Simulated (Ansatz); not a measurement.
Ru₂Br₆. Charge 0, multiplicity 1. Geometry PBE-D4/def2-SVP; atoms count from 1.

```xyz
8

Ru   -1.213   -0.580    0.996
Ru    0.149   -0.413   -0.602
Br   -0.432    0.793    2.744
Br   -2.992   -2.031    0.570
Br    2.473    3.174   -0.099
Br    0.491    1.851   -1.119
Br   -0.822   -1.620   -2.409
Br    2.347   -1.174   -0.081
```

In the def2 sets Ru takes a core potential; there is no spin–orbit coupling. In the singlet, Br5 and Br6 lie 2.59 Å apart (atoms count from 1), so these atoms are partly bonded to each other. Another isomer (singlet) lies 2.25 eV lower at PBE0-D4/def2-TZVP; other spin states weren't run for this one.

Estimate the Mulliken populations from the PBE0/def2-TZVP orbitals of Ansatz.


```tsv
atom	charge (e)	d electrons
Ru1	0.46	6.66
Ru2	0.45	6.65
Br3	-0.26	–
Br4	-0.24	–
Br5	-0.15	–
Br6	0.10	–
Br7	-0.18	–
Br8	-0.18	–
```
Mulliken values depend strongly on the basis.

And the Mayer bond orders between heavy atoms (over 0.3)?

Ru1–Ru2 2.23 (2.11 Å); Ru1–Br3 0.95 (2.36 Å); Ru1–Br4 1.03 (2.33 Å); Ru2–Br6 0.90 (2.35 Å); Ru2–Br7 0.98 (2.38 Å); Ru2–Br8 0.90 (2.38 Å); Br5–Br6 0.66 (2.59 Å).
